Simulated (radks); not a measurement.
The numbers below are computed, except where a source is named.
Ge13+, 19 electrons, occupied as [Ar] 3d1. Level of theory: scalar-relativistic Kohn-Sham, LDA (Slater exchange, VWN5 correlation), spin-polarised, spherical densities, finite nucleus; open shells are filled with parallel spins first; Fermi nuclear charge, rms radius 4.0742 fm (a radial shooting solver on a logarithmic mesh with Libxc functionals). Some entries of the table are withheld. Estimate them.

| orbital | occ. | eigenvalue (Ry) | <r^2> (bohr^2) | r(max) (bohr) |
|---|---|---|---|---|
| 1s up | 1 | -834.3763 | 0.002983 | 0.03078 |
| 1s down | 1 | -834.3744 | 0.002983 | 0.03078 |
| 2s up | 1 | -131.3670 | 0.05176 | 0.1762 |
| 2s down | 1 | -131.2482 | 0.05171 | 0.1762 |
| 2p up | 3 | -118.7946 | 0.04107 | 0.1412 |
| 2p down | 3 | -118.7037 | 0.04101 | 0.1412 |
| 3s up | 1 | -38.52411 | (1) | 0.5137 |
| 3s down | 1 | -38.35986 | (2) | 0.5141 |
| 3p up | 3 | (3) | 0.3606 | 0.5039 |
| 3p down | 3 | (4) | 0.3618 | 0.5044 |
| 3d up | 1 | -28.45958 | (5) | 0.4268 |
| 3d down | 0 | -28.27317 | (6) | 0.4276 |

Answer. 
(1) 3s up <r^2> (bohr^2): 0.3598
(2) 3s down <r^2> (bohr^2): 0.3608
(3) 3p up eigenvalue (Ry): -34.56878
(4) 3p down eigenvalue (Ry): -34.40320
(5) 3d up <r^2> (bohr^2): 0.3210
(6) 3d down <r^2> (bohr^2): 0.3228
